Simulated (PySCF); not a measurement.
`C[C@@H]1CC[Si@H](Cl)C1`, C₅H₁₁ClSi

Molfile (atoms numbered from 1):
```
C5H11ClSi
     RDKit          3D

 18 18  0  0  0  0  0  0  0  0999 V2000
    2.1819    0.0522   -0.3597 C   0  0  0  0  0  0  0  0  0  0  0  0
    0.7358   -0.3797   -0.1515 C   0  0  2  0  0  0  0  0  0  0  0  0
   -0.2176    0.2957   -1.1406 C   0  0  0  0  0  0  0  0  0  0  0  0
   -1.6532   -0.0976   -0.7764 C   0  0  0  0  0  0  0  0  0  0  0  0
   -1.6631   -0.1223    1.1301 Si  0  0  2  0  0  4  0  0  0  0  0  0
   -2.5621    1.5016    1.9361 Cl  0  0  0  0  0  0  0  0  0  0  0  0
    0.2348   -0.0523    1.2624 C   0  0  0  0  0  0  0  0  0  0  0  0
    2.8348   -0.4383    0.3591 H   0  0  0  0  0  0  0  0  0  0  0  0
    2.5186   -0.2063   -1.3616 H   0  0  0  0  0  0  0  0  0  0  0  0
    2.2793    1.1287   -0.2329 H   0  0  0  0  0  0  0  0  0  0  0  0
    0.6673   -1.4634   -0.2993 H   0  0  0  0  0  0  0  0  0  0  0  0
   -0.1031    1.3789   -1.0544 H   0  0  0  0  0  0  0  0  0  0  0  0
    0.0225    0.0147   -2.1677 H   0  0  0  0  0  0  0  0  0  0  0  0
   -2.3703    0.5862   -1.2273 H   0  0  0  0  0  0  0  0  0  0  0  0
   -1.8699   -1.0897   -1.1729 H   0  0  0  0  0  0  0  0  0  0  0  0
   -2.2767   -1.3137    1.7154 H   0  0  0  0  0  0  0  0  0  0  0  0
    0.5692    0.9499    1.5383 H   0  0  0  0  0  0  0  0  0  0  0  0
    0.6631   -0.7381    1.9912 H   0  0  0  0  0  0  0  0  0  0  0  0
  1  2  1  0
  2  3  1  0
  3  4  1  0
  4  5  1  0
  5  6  1  0
  5  7  1  0
  7  2  1  0
  1  8  1  0
  1  9  1  0
  1 10  1  0
  2 11  1  6
  3 12  1  0
  3 13  1  0
  4 14  1  0
  4 15  1  0
  5 16  1  6
  7 17  1  0
  7 18  1  0
M  END
```

Computed, not measured: PySCF 2.14.0, TDDFT PBE0/def2-SVPD circular dichroism and optical rotation, one conformer, gas phase. Geometry: GFN2-xTB.

States above about 8.0 eV (minus the energy of the highest occupied orbital) lie near or above the ionisation threshold and depend on the basis.

Stereocentres: C2 R, Si5 S.

**Question.** What is the specific rotation at 633, 589.3, 546, 436, 405, 365, 355 nm?

**Answer.** [α] in deg dm⁻¹ (g/mL)⁻¹:
```tsv
λ (nm)	origin-invariant length gauge	modified velocity gauge	length gauge (centre of mass)	isotropic polarisability (au)
633	+6.3	+2.2	+7.1	97.7
589.3	+7.0	+2.2	+7.8	98.0
546	+7.7	+2.0	+8.7	98.4
436	+8.4	-1.0	+10.1	100.2
405	+7.6	-3.6	+9.6	101.0
365	+4.2	-10.4	+6.6	102.4
355	+2.5	-13.2	+5.2	102.8
```

Where the gauges differ in sign the basis doesn't settle the rotation.

**Question.** And for the mirror image at 589.3 nm?

**Answer.** -7.0 deg dm⁻¹ (g/mL)⁻¹ (origin-invariant length gauge): the same size and the opposite sign.

**Question.** What is the molar rotation [Φ] = [α]·M/100 of the geometry above at 589.3 nm?

**Answer.** With M = 134.68 g/mol, +9.4 deg cm² dmol⁻¹ (origin-invariant length gauge).

The first excitation lies at 7.17 eV (173 nm) with R = +3.0 × 10⁻⁴⁰ esu² cm² (velocity form).
